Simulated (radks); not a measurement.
Q: These are the eigenvalues of the occupied orbitals of an atom or ion with whole-number occupations (hartree). Calculated with a radial shooting solver on a logarithmic mesh with Libxc functionals: Dirac Kohn-Sham, LDA (Slater exchange, Perdew-Zunger correlation), spin-unpolarised, spherical densities, point nucleus.

1s1/2: -1652.517
2s1/2: -269.5473
2p1/2: -255.4080
2p3/2: -234.8461
3s1/2: -59.67252
3p1/2: -53.59999
3p3/2: -49.46813
3d3/2: -38.87811
3d5/2: -37.98196
4s1/2: -12.76243
4p1/2: -10.45093
4p3/2: -9.53920
4d3/2: -5.72849
4d5/2: -5.56570
5s1/2: -2.54975
5p1/2: -1.90250
5p3/2: -1.76629
4f5/2: -1.18077

Which element is it, and in what charge state? The configuration may be excited. Open shells, if any, fill j = l - 1/2 first.

A: Z = 61, promethium, charge +3: Pm3+ in [Xe] 4f4. The list shows which subshells hold electrons but not how many an open one holds; the 1s level, -1652.5 hartree, gives Z - s = 57.5 by -(Z - s)^2/2, which with screening and relativity narrows Z to a few neighbours, and the depths of the outer levels then fix element, charge and occupations together.
